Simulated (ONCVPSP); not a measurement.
# silicon (Si): excitation energies, all-electron against ONCV

silicon (Si), optimised norm-conserving Vanderbilt (ONCV), made with ONCVPSP 4.0.1 (PBEsol, scalar-relativistic). Core [He], reference 2s2 2p6 3s2 3p2. Waves: 2s+3s: rc 0.90 bohr, ncon 4, nbas 8, qcut 13.7 1/bohr, 2 projectors; 2p+3p: rc 0.95 bohr, ncon 4, nbas 9, qcut 14.4 1/bohr, 2 projectors; d scattering state at 0.05 Ha: rc 0.95 bohr, ncon 3, nbas 7, qcut 10.6 1/bohr, 2 projectors, debl 0.4 Ha. Local part: polynomial inside 0.70 bohr (lpopt 5, dvloc0 1 Ha). Core correction: Teter function, fcfact 2, rcfact 1.5.

Energies are relative to the spin-unpolarised reference configuration 2s2 2p6 3s2 3p2; without spin polarisation the order of configurations can differ from experiment. Not all tests gave a result: 1 of 4 tests not solved or not reliable.

| valence configuration | charge | ΔE all-electron (eV) | error AE − PS (meV) |
| --- | --- | --- | --- |
| 2s2 2p6 3s2 3p1 | +1 | 7.713 | +0.4 |
| 2s2 2p6 3s2 3p0 | +2 | 23.676 | +2.5 |
| 2s2 2p6 3s1 3p0 | +3 | 57.576 | +1.6 |

Levels in the configuration 2s2 2p6 3s2 3p1:

```json
{"level": "2s", "all-electron (eV)": "-148.620", "pseudo (eV)": "-148.613"}
{"level": "2p", "all-electron (eV)": "-104.932", "pseudo (eV)": "-104.910"}
{"level": "3s", "all-electron (eV)": "-18.987", "pseudo (eV)": "-18.986"}
{"level": "3p", "all-electron (eV)": "-11.627", "pseudo (eV)": "-11.625"}
```
